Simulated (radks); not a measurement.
Values are calculated unless marked as measured or tabulated.
All-electron atom: P III in [Ne] 3s2 3p1. Code: a radial shooting solver on a logarithmic mesh with Libxc functionals. Model: scalar-relativistic Kohn-Sham, r2SCAN, spin-polarised, spherical densities, finite nucleus; open shells are filled with parallel spins first; meta-GGA in the generalised Kohn-Sham scheme; Fermi nuclear charge, rms radius 3.1889 fm. Some entries of the table are withheld. Estimate them.

orbital  occ.  eigenvalue (eV)  <r> (bohr)
1s up       1        -2120.822      0.1036
1s down     1        -2120.621      0.1036
2s up       1        -202.0365      0.5169
2s down     1        -201.9008      0.5170
2p up       3        -150.6402         (1)
2p down     3        -150.3864         (2)
3s up       1         -35.1571       1.754
3s down     1         -33.3095       1.754
3p up       1              (3)       1.962
3p down     0              (4)       1.964

Answer. 
(1) 2p up <r> (bohr): 0.4834
(2) 2p down <r> (bohr): 0.4833
(3) 3p up eigenvalue (eV): -24.9267
(4) 3p down eigenvalue (eV): -23.1819
